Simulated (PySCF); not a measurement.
Run record: geometry optimisation, `[O]=[Ru](=[O])(=[O])=[O]`.

Computed with PBE0-D3(BJ)/def2-SVP geometry optimisation, gas phase, def2 core potentials past Kr (PySCF 2.14.0). Start geometry: GFN2-xTB. A driver script takes a list of jobs; this job's settings line and coordinates (Å) are shown.

Input:
```
{"job": {"xc": "PBE0", "basis": "def2-SVP", "d3": "d3bj", "grid": 1, "maxiter": 30, "shake": 0.03, "kind": "geom"}, "charge": 0, "multiplicity": 1}
Ru     0.061270    -0.076580     0.012710
O     -0.007080    -0.030550     1.597480
O      1.448130     0.002740    -0.570080
O     -0.663410     1.319670    -0.526630
O     -0.764070    -1.325760    -0.575600
```

Output:
```
step   0  E = -395.07701424  max force = 0.249231
step   1  E = -395.12673371  max force = 0.015036
step   2  E = -395.12744030  max force = 0.004896
step   3  E = -395.12747265  max force = 0.001044
step   4  E = -395.12747461  max force = 0.000268
optimisation converged
```

Energies in Eh; «max force» is the largest Cartesian gradient component in Eh/bohr.

Q: Give the first gradient maximum in eV/Å.

A: With 1 Eh/bohr = 51.422 eV/Å, 12.816 eV/Å.

Q: How much energy does the optimisation release, in eV?

A: E(step 0) − E(last step) = 0.050460 Eh, which is 1.373 eV.

Main results: final energy -395.12747 Eh after 4 steps; dipole 0.00 D.

Q: Give the final coordinates.

A: 0.090 Å rms from the input after alignment:
```
atom  x, y, z in Å
Ru1    0.0145   -0.0221   -0.0122
O2     0.0264   -0.0464    1.6511
O3     1.5791   -0.0381   -0.5766
O4    -0.7520    1.3566   -0.5425
O5    -0.7931   -1.3605   -0.5819
```

Hardware: one thread of an Intel Xeon Platinum 8488C, shared host with 96 logical CPUs at a one-minute load of 60. Cost: 18 s of wall time, 0.35 GiB resident at most.
Labels such as C1 count atoms from 1, the log's own numbers from 0.
